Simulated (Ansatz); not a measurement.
CH2ClIOSi, SMILES `Cl[Si]1(I)CO1` at its PBE0-D4/def2-TZVP geometry, where that method's forces vanish. Charge 0, multiplicity 1. I takes the def2 core potential.

```tsv
atom	x (Å)	y (Å)	z (Å)
Cl1	-0.162	-0.373	-2.494
Si2	0.371	-0.326	-0.542
I3	2.066	-1.963	-0.094
C4	-0.661	0.418	0.721
O5	0.527	1.146	0.156
H6	-1.599	0.910	0.477
H7	-0.542	0.186	1.776
```

Task: For each bond, give half the difference of the two atoms' forces along it (eV/Å; positive pushes the atoms apart) under PBE-D4, r2SCAN-D4, B3LYP-D4, ωB97M-V in def2-TZVPP. (Best estimate.)

Result: Ansatz gave: 
```json
{"bond": "Cl1–Si2", "length (Å)": "2.024", "PBE-D4": "0.08", "r2SCAN-D4": "0.03", "B3LYP-D4": "0.14", "ωB97M-V": "0.04"}
{"bond": "Si2–I3", "length (Å)": "2.399", "PBE-D4": "-0.04", "r2SCAN-D4": "0.03", "B3LYP-D4": "0.14", "ωB97M-V": "-0.06"}
{"bond": "Si2–C4", "length (Å)": "1.792", "PBE-D4": "0.34", "r2SCAN-D4": "0.14", "B3LYP-D4": "0.15", "ωB97M-V": "0.07"}
{"bond": "Si2–O5", "length (Å)": "1.636", "PBE-D4": "0.69", "r2SCAN-D4": "0.19", "B3LYP-D4": "0.10", "ωB97M-V": "0.01"}
{"bond": "C4–O5", "length (Å)": "1.503", "PBE-D4": "0.55", "r2SCAN-D4": "0.42", "B3LYP-D4": "0.42", "ωB97M-V": "0.24"}
{"bond": "C4–H6", "length (Å)": "1.087", "PBE-D4": "0.02", "r2SCAN-D4": "-0.08", "B3LYP-D4": "-0.15", "ωB97M-V": "-0.11"}
{"bond": "C4–H7", "length (Å)": "1.087", "PBE-D4": "0.02", "r2SCAN-D4": "-0.09", "B3LYP-D4": "-0.15", "ωB97M-V": "-0.11"}
```

B3LYP here is the variant with VWN-RPA as its local correlation; programs differ in this.
